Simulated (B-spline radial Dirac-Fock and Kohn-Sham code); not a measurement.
**Sm¹³⁺: M5-N45N45 lines in intermediate coupling**

System: Sm¹³⁺, 1s2 2s2 2p6 3s2 3p6 3d10 4s2 4p6 4d10 4f1 5s2.

Calculated with a radial finite-basis atomic code, using Dirac-Fock ΔSCF + Breit + QED. The two-hole levels come from diagonalising the Coulomb interaction among the jj configurations; intensities are independent-particle Coulomb rates. Kinetic energies are from the vacuum level. Correlation and solid-state effects are left out. Open outer shells are spectators and are not coupled to the holes.

| kinetic energy (eV) | J | leading jj holes (weight) | leading LS term (weight) | intensity (%) |
| --- | --- | --- | --- | --- |
| 527.4 | 0 | N4N4 (0.85) | ¹S0 (0.78) | 1.4 |
| 535.3 | 2 | N4N4 (0.90) | ¹D2 (0.48) | 1.9 |
| 537.7 | 4 | N4N5 (0.95) | ¹G4 (0.95) | 22.9 |
| 538.5 | 1 | N4N5 (1.00) | ³P1 (1.00) | 6.1 |
| 540.0 | 2 | N4N5 (0.87) | ³P2 (0.52) | 8.9 |
| 540.3 | 0 | N5N5 (0.85) | ³P0 (0.78) | 4.4 |
| 542.4 | 3 | N4N5 (1.00) | ³F3 (1.00) | 10.2 |
| 544.6 | 2 | N5N5 (0.96) | ¹D2 (0.49) | 18.6 |
| 547.3 | 4 | N5N5 (0.95) | ³F4 (0.95) | 25.6 |

The strongest line, by its leading LS label ³F4, lies at 547.3 eV. The mean weight of the leading component is 0.93 in jj and 0.77 in LS coupling, so jj labels describe these levels better.
